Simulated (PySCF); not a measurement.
Work out the structure from these simulated measurements.

Formula: C4H8FPS.

- 1H NMR: chemical shifts (computed TMS as zero) by class: 2.90 (2 H), 2.63 (3 H), 2.15 (3 H) ppm [GIAO KT2/pcSseg-1]
- 13C NMR: chemical shifts (computed TMS as zero) by class: 224.9 (1 C), 32.7 (1 C), 24.8 (1 C), 19.0 (1 C) ppm [GIAO KT2/pcSseg-1]
- UV, first state: lowest singlet excitation: 4.26 eV (291 nm, f = 0.006) [TDDFT CAM-B3LYP/def2-SVPD]
- Dipole: 1.24 D [CAM-B3LYP/def2-SVPD]
- Rotational structure: rotational constants A, B, C: 3.001, 1.005, 0.915 GHz [PBE0-D3(BJ)/def2-SVP]
- Triplet: lowest triplet excitation (Tamm–Dancoff): 2.49 eV [TDA CAM-B3LYP/def2-SVPD]
- UV, strongest line: among the 10 lowest singlet transitions: S2 at 5.01 eV (248 nm, f = 0.200) [TDDFT CAM-B3LYP/def2-SVPD]
- NMR, other nuclei: isotropic shieldings of nuclei other than C and H, by class: 160 (1 F), 192 (1 P), 516 (1 S) ppm [GIAO KT2/pcSseg-1]

The electronic properties come from PySCF, for the isolated species, density fitting. Levels stand in brackets. One conformer (not necessarily the lowest) at the PBE0-D3(BJ)/def2-SVP geometry, without solvent, vibrations or thermal averaging. NMR values are class means; diastereotopic atoms form classes of their own.

Task: Give a SMILES that accounts for the data.

Result: Numbering: `[CH3:1][S:2][CH2:3]/[P:4]=[C:5](\[CH3:6])[F:7]`. 4 carbons fall into 4 classes; from least to most shielded: carbon bonded to C, F and P [C5] (224.9 ppm), sp3 carbon bound to sulfur [C3] (32.7 ppm), methyl carbon [C6] (24.8 ppm), S-methyl carbon [C1] (19.0 ppm). Hydrogen classes from least to most shielded: 2 H on an sp3 carbon bound to sulfur, C3 (2.90 ppm), 3 H on a methyl carbon, C6 (2.63 ppm, a mean of values up to 1.6 ppm apart in this geometry), 3 H on an S-methyl carbon, C1 (2.15 ppm, a mean of values up to 1.0 ppm apart in this geometry). The other shieldings belong to: 160 ppm, fluorine bonded to C [F7]; 192 ppm, phosphorus bonded to 2 C [P4]; 516 ppm, sulfide sulfur [S2]. S1 is mainly HOMO→LUMO (weight 0.87); the largest Löwdin shares of the orbital it empties are 0.59 on the sulfide sulfur, 0.12 on the phosphorus bonded to 2 C, 0.08 on the S-methyl carbon and 0.07 on the sp3 carbon bound to sulfur, of the orbital it fills 0.34 on the phosphorus bonded to 2 C, 0.30 on the carbon bonded to C, F and P, 0.07 on the sp3 carbon bound to sulfur and 0.07 on the fluorine bonded to C. The optimised geometry has point group C1 and is an asymmetric top. Structure: `CSC/P=C(\C)F`. The assignments are read from this structure; whether some other isomer fits the data as well wasn't checked.

Shape of the structure used: `[CH3:1][S:2][CH2:3]/[P:4]=[C:5](\[CH3:6])[F:7]`: C1–S2–C3–P4 -53°, S2–C3–P4–C5 -69°.
